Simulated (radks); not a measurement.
The numbers below are computed, except where a source is named.
Problem. The mean radii <r> (bohr) of the occupied orbitals of an atom or ion are listed with their occupations. Code: a radial shooting solver on a logarithmic mesh with Libxc functionals. Model: scalar-relativistic Kohn-Sham, BLYP, spin-polarised, spherical densities, finite nucleus; Fermi nuclear charge, rms radius of each element as measured or else 0.836 A^(1/3) + 0.57 fm.

orbital  occ.      <r>
1s up       1  0.01932
1s down     1  0.01932
2s up       1  0.08184
2s down     1  0.08184
2p up       3  0.07291
2p down     3  0.07291
3s up       1   0.2127
3s down     1   0.2127
3p up       3   0.2123
3p down     3   0.2123
3d up       5   0.1925
3d down     5   0.1925
4s up       1   0.4775
4s down     1   0.4775
4p up       3   0.5070
4p down     3   0.5071
4d up       5   0.5456
4d down     5   0.5458
5s up       1    1.143
5s down     1    1.145
5p up       3    1.325
5p down     3    1.330
4f up       7   0.6824
4f down     6   0.6855
6d up       1    4.461

Name the element and its charge. Open shells, if any, are filled with parallel spins first.

Solution. Z = 71, lutetium, charge +3: Lu3+ in [Xe] 4f13 6d1. The 1s radius gives Z: for a bare nucleus <r> = (2 gamma + 1)/(2Z) with gamma = sqrt(1 - (Z/c)^2), 0.01909 bohr for Z = 71, and screening makes it slightly larger (0.01932 here). The occupations add up to 68, and the charge is Z minus that.
